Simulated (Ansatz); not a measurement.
`[BH2][Ga]([BH2])[F]` + `C=N` → `BN=C` + `[BH2][GaH][F]`  (cleavage of the B–Ga bond)

Calculated with Ansatz (gas phase, PBE0-D4/def2-TZVP geometries, no zero-point term in ΔE). CCSD(T)/CBS is the MP2 limit (def2-TZVPP, def2-QZVPP) plus CCSD(T) − MP2 in def2-TZVPP, frozen cores. This one scheme is used for every species. DFT in def2-TZVPP. B3LYP here is the variant with VWN-RPA as its local correlation; programs differ in this. HSE06 is defined as in plane-wave codes. For Ga outer-core shells are correlated without core-valence functions, which leaves a few kJ/mol of doubt a bond. Scalar relativity is left out up to krypton.

| level | ΔE (kJ/mol) | difference from CCSD(T)/CBS |
| --- | --- | --- |
| LDA (SPW92) | -178.2 | -47.7 |
| PBE-D4 | -153.4 | -22.9 |
| revPBE-D4 | -148.3 | -17.8 |
| BLYP-D4 | -154.5 | -24.0 |
| r2SCAN-D4 | -152.7 | -22.2 |
| B97M-V | -152.7 | -22.2 |
| PBE0-D4 | -145.3 | -14.8 |
| B3LYP-D4 | -149.5 | -19.0 |
| r2SCANh-D4 | -150.4 | -19.9 |
| r2SCAN0-D4 | -147.1 | -16.6 |
| HSE06-D4 | -145.9 | -15.4 |
| BHLYP-D4 | -141.3 | -10.8 |
| CAM-B3LYP-D4 | -150.0 | -19.5 |
| ωB97X-V | -135.6 | -5.1 |
| ωB97M-V | -141.8 | -11.3 |
| B2PLYP | -144.4 | -13.9 |
| PBE-QIDH | -139.1 | -8.6 |
| revPBE | -146.0 | -15.5 |
| r2SCAN | -152.8 | -22.3 |
| B3LYP | -150.0 | -19.5 |
| r2SCANh | -150.5 | -20.0 |
| HSE06 | -146.3 | -15.8 |
| BHLYP | -142.9 | -12.4 |
| CAM-B3LYP | -150.5 | -20.0 |
| LC-ωPBE | -140.1 | -9.6 |
| RPA@PBE/def2-TZVPP | -120.6 | 9.9 |
| MP2/def2-SVP | -155.0 | -24.5 |
| CCSD/def2-SVP | -146.2 | -15.7 |
| CCSD(T)/def2-SVP | -149.9 | -19.4 |
| HF/def2-TZVPP | -125.4 | 5.1 |
| MP2/def2-TZVPP | -137.4 | -6.9 |
| SCS-MP2/def2-TZVPP | -132.8 | -2.3 |
| CCSD/def2-TZVPP | -128.5 | 2.0 |
| CCSD(T)/def2-TZVPP | -131.4 | -0.9 |
| HF/def2-QZVPP | -126.6 | 3.9 |
| MP2/def2-QZVPP | -137.3 | -6.8 |
| SCS-MP2/def2-QZVPP | -133.0 | -2.5 |
| HF/CBS(def2) | -126.7 | 3.8 |
| MP2/CBS(def2) | -136.5 | -6.0 |
| CCSD/CBS(def2) | -127.6 | 2.9 |
| CCSD(T)/CBS | -130.5 | 0 |

Largest T1 diagnostic among the species: 0.016.

From PBE to PBE0 (25 % exact exchange), in def2-TZVPP and without D4, ΔE moves by +8.1 kJ/mol. Leaving LDA and LC-ωPBE aside and taking each functional with its dispersion term where it has one, the values spread over 18.9 kJ/mol, from BLYP-D4 to ωB97X-V. LDA lies −24.4 kJ/mol from PBE without D4. In def2-TZVPP, CCSD(T) changes the Hartree–Fock value by −6.0 kJ/mol (the triples alone add −2.9 kJ/mol) and MP2 by −12.0 kJ/mol.
